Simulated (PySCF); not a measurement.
## Exercise with solution: dipole moment from atomic charges

1,1-dichloroprop-1-ene (C3H4Cl2), SMILES ClC(Cl)=CC. Atoms are numbered in the order given.

```xyz
9

C      0.7325    -2.3630     0.0000
C      1.0454    -0.9009     0.0000
C      0.1583     0.1005     0.0000
Cl    -1.5679    -0.1352     0.0000
Cl     0.6438     1.7728     0.0000
H      1.1721    -2.8535     0.8853
H     -0.3492    -2.5494     0.0000
H      1.1721    -2.8535    -0.8853
H      2.0981    -0.6028     0.0000
```

Geometry: B3LYP-D3(BJ)/def2-SVP.

Charges (e) from PBE0/def2-TZVP run with PySCF:

```tsv
atom	Mulliken	ESP fit
C1	-0.326	-0.385
C2	-0.163	0.085
C3	0.069	-0.150
Cl4	-0.068	0.003
Cl5	-0.070	-0.035
H6	0.137	0.130
H7	0.138	0.124
H8	0.137	0.130
H9	0.145	0.098
```

The dipole moment of the full density is 1.94 D.

Task: What dipole moment does each set of point charges give, and which comes closer to that of the density?

Result: 
μ = Σ q r, and 1 e Å = 4.8032 D.
Mulliken: Σ q r = (0.240, -0.412, 0.000) e Å, |μ| = 2.29 D.
ESP fit: Σ q r = (0.223, -0.361, 0.000) e Å, |μ| = 2.04 D.
ESP fit comes closer in size. Point charges leave out the atoms' own dipoles (lone pairs, polarised bonds); fits to the potential absorb them, partitions of the density don't.
